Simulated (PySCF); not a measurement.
## Electronic absorption of C6H6N2S

C₆H₆N₂S.
Atom-mapped SMILES: `[NH2:1][C:2](=[S:3])[c:4]1[cH:5][cH:6][n:7][cH:8][cH:9]1` (hydrogens: H10, H11 on N1; H12 on C5; H13 on C6; H14 on C8; H15 on C9)

Level of theory: PySCF 2.14.0, density-fitted response routines, TDDFT B3LYP/def2-SVPD, vertical, gas phase, core orbitals frozen in the response. One conformer (not necessarily the lowest) at the PBE0-D3(BJ)/def2-SVP geometry, without solvent, vibrations or thermal averaging. Torsions of this conformer, `[NH2:1][C:2](=[S:3])[c:4]1[cH:5][cH:6][n:7][cH:8][cH:9]1`: N1–C2–C4–C5 -151°, H–N1–C2–S3 -2°, H–N1–C2–S3 -169°.

Question: What does the calculation give for the low-lying excited states?

Answer: 

```json
{"state": "S1", "E (eV)": "2.71", "E (hartree)": "0.0997", "f": "0.0036", "main configurations (H = HOMO, L = LUMO)": "H→L (97%)"}
{"state": "S2", "E (eV)": "4.00", "E (hartree)": "0.1469", "f": "0.034", "main configurations (H = HOMO, L = LUMO)": "H-2→L (62%), H-1→L (34%)"}
{"state": "S3", "E (eV)": "4.16", "E (hartree)": "0.1528", "f": "0.088", "main configurations (H = HOMO, L = LUMO)": "H-1→L (58%), H-2→L (35%)"}
{"state": "S4", "E (eV)": "4.42", "E (hartree)": "0.1625", "f": "0.012", "main configurations (H = HOMO, L = LUMO)": "H→L+1 (93%)"}
{"state": "S5", "E (eV)": "4.69", "E (hartree)": "0.1723", "f": "0.036", "main configurations (H = HOMO, L = LUMO)": "H-3→L (81%)"}
{"state": "S6", "E (eV)": "4.91", "E (hartree)": "0.1805", "f": "0.0072", "main configurations (H = HOMO, L = LUMO)": "H→L+2 (94%)"}
{"state": "S7", "E (eV)": "4.98", "E (hartree)": "0.1830", "f": "0.0032", "main configurations (H = HOMO, L = LUMO)": "H-2→L+1 (62%), H-1→L+1 (34%)"}
{"state": "S8", "E (eV)": "5.16", "E (hartree)": "0.1895", "f": "0.0069", "main configurations (H = HOMO, L = LUMO)": "H-1→L+1 (56%), H-2→L+1 (36%)"}
{"state": "S9", "E (eV)": "5.44", "E (hartree)": "0.2001", "f": "0.164", "main configurations (H = HOMO, L = LUMO)": "H-4→L (65%), H→L+3 (18%), H-1→L+2 (12%)"}
{"state": "S10", "E (eV)": "5.46", "E (hartree)": "0.2008", "f": "0.025", "main configurations (H = HOMO, L = LUMO)": "H→L+3 (72%), H-4→L (19%)"}
```

Triplets (Tamm–Dancoff): T1 2.40 eV, H→L (96%); T2 2.78 eV, H-1→L (93%); T3 3.57 eV, H-2→L (89%); T4 3.94 eV, H-3→L (92%).

The lowest singlet lies at 2.71 eV (457 nm, visible) and is very weak; its leading configuration is HOMO→LUMO (97%). The most intense listed level is S9 at 5.44 eV (228 nm, f = 0.164), 2.73 eV above S1. Löwdin shares by element: HOMO sulfur 76%, carbon 11% or more; LUMO carbon 32% or more, sulfur 20%, nitrogen 11% or more (atoms not listed hold the other 37%). Of the 10 states listed, 6 reach f = 0.01 and none stays under 0.0005. The listed states span 2.75 eV, and the widest gap between neighbours is 1.29 eV (S1 to S2). Weighted by f, the mean energy of these states is 4.87 eV. S1 lies in the visible range (380 to 750 nm), at 457 nm, f = 0.0036; light of that wavelength is blue, and its complementary colour is yellow; a Tamm–Dancoff triplet lies at 517 nm, without intensity as long as spin–orbit coupling is left out. The vertical ionisation energy (ΔSCF) is 8.43 eV, 2.97 eV above S10. Only the lowest 10 singlets were computed, as vertical energies without vibronic structure.
